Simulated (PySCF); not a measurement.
Job file and geometry (Å, from GFN2-xTB) of an NMR shielding run on `B/C(=C/C)C[CH2][Al]([F])[F]`, C₅H₁₀AlBF₂, GIAO PBE0/pcSseg-1 NMR shielding, non-relativistic, gas phase (PySCF 2.14.0, density-fitted response routines); density fitting, a coarse starting grid and PySCF grid level 2 are the driver's defaults:

```
$ OMP_NUM_THREADS=1 python probes_run.py task.json out

{"job": {"kind": "nmr", "xc": "PBE0", "basis": "pcSseg-1"}, "charge": 0, "multiplicity": 1}
B     -1.560634     2.026389    -0.194590
C     -1.022347     0.620462     0.137014
C     -1.804939    -0.462357    -0.028805
C     -1.451368    -1.895482     0.178134
C      0.416648     0.469649     0.580777
C      1.342539     0.400005    -0.646495
Al     3.152587    -0.181597    -0.065423
F      3.339621    -0.895663     1.413138
F      4.542086    -0.045659    -0.947121
H     -0.857459     2.960168    -0.141918
H     -2.678181     2.164025    -0.510255
H     -2.829126    -0.304646    -0.344277
H     -1.922837    -2.257179     1.093659
H     -0.380298    -2.061887     0.253270
H     -1.844545    -2.493635    -0.643161
H      0.700597     1.328157     1.192663
H      0.548018    -0.421048     1.199342
H      0.929686    -0.306145    -1.375267
H      1.370148     1.365695    -1.158145
```

Question: Write the output of this run.

Answer: 
```
coarse grid: 16512 points
cycle   1  E = -662.7838463238  dE =  6.119e-01  |g| = 9.000e-01  |ddm| = 3.853e+00
cycle   2  E = -662.6260501952  dE =  1.578e-01  |g| = 1.383e+00  |ddm| = 1.432e+00
cycle   3  E = -662.9324454147  dE = -3.064e-01  |g| = 9.038e-02  |ddm| = 8.549e-01
cycle   4  E = -662.9340183161  dE = -1.573e-03  |g| = 4.307e-02  |ddm| = 1.040e-01
cycle   5  E = -662.9344470928  dE = -4.288e-04  |g| = 1.201e-02  |ddm| = 4.267e-02
cycle   6  E = -662.9344830230  dE = -3.593e-05  |g| = 4.733e-03  |ddm| = 1.461e-02
cycle   7  E = -662.9344884391  dE = -5.416e-06  |g| = 1.092e-03  |ddm| = 4.669e-03
final grid: 156072 points
cycle   8  E = -662.9993959892  dE = -6.296e-05  |g| = 8.878e-03  |ddm| = 3.322e-02
cycle   9  E = -662.9993828400  dE =  1.315e-05  |g| = 1.148e-02  |ddm| = 1.871e-02
cycle  10  E = -662.9994172765  dE = -3.444e-05  |g| = 1.281e-03  |ddm| = 1.084e-02
cycle  11  E = -662.9994176047  dE = -3.282e-07  |g| = 4.342e-04  |ddm| = 1.245e-03
cycle  12  E = -662.9994176476  dE = -4.291e-08  |g| = 1.267e-04  |ddm| = 4.449e-04
cycle  13  E = -662.9994176519  dE = -4.237e-09  |g| = 4.377e-05  |ddm| = 1.461e-04
cycle  14  E = -662.9994176522  dE = -3.668e-10  |g| = 9.150e-06  |ddm| = 3.401e-05
converged SCF energy = -662.9994176522

GIAO shielding tensors (ppm)
atom      isotropic    diamagn.    paramagn.     s11        s22        s33       span
  0 B       26.390     193.530    -167.140    -19.918    -18.570    117.658    137.576
  1 C       22.488     256.379    -233.891    -80.878    -25.054    173.395    254.273
  2 C       16.560     255.484    -238.923    -91.640     -1.185    142.505    234.145
  3 C      167.275     250.224     -82.949    150.793    170.610    180.421     29.629
  4 C      156.409     250.684     -94.275    144.852    153.309    171.067     26.216
  5 C      175.354     252.262     -76.908    154.790    169.573    201.698     46.908
  6 Al     453.300     792.434    -339.134    392.813    424.106    542.979    150.166
  7 F      337.934     470.269    -132.335    233.053    336.837    443.912    210.859
  8 F      330.159     468.839    -138.679    241.656    308.142    440.680    199.024
  9 H       24.699      30.849      -6.151     17.860     26.986     29.250     11.390
 10 H       24.970      30.424      -5.454     19.313     27.501     28.096      8.782
 11 H       24.594      32.168      -7.574     22.516     23.492     27.775      5.259
 12 H       29.573      28.418       1.155     26.291     26.474     35.954      9.663
 13 H       29.484      32.848      -3.364     24.489     30.134     33.830      9.341
 14 H       29.644      28.855       0.789     26.118     27.292     35.522      9.404
 15 H       29.380      32.882      -3.502     25.600     27.463     35.078      9.478
 16 H       28.906      34.263      -5.356     24.617     29.995     32.107      7.490
 17 H       31.385      32.548      -1.163     26.982     31.071     36.102      9.120
 18 H       30.517      31.372      -0.856     26.186     28.994     36.370     10.185
```

Size and cost of the density-fitted run: 210 basis functions, 30 s wall time on 1 thread of an Arm Neoverse V2, shared host; peak memory 0.99 GiB.
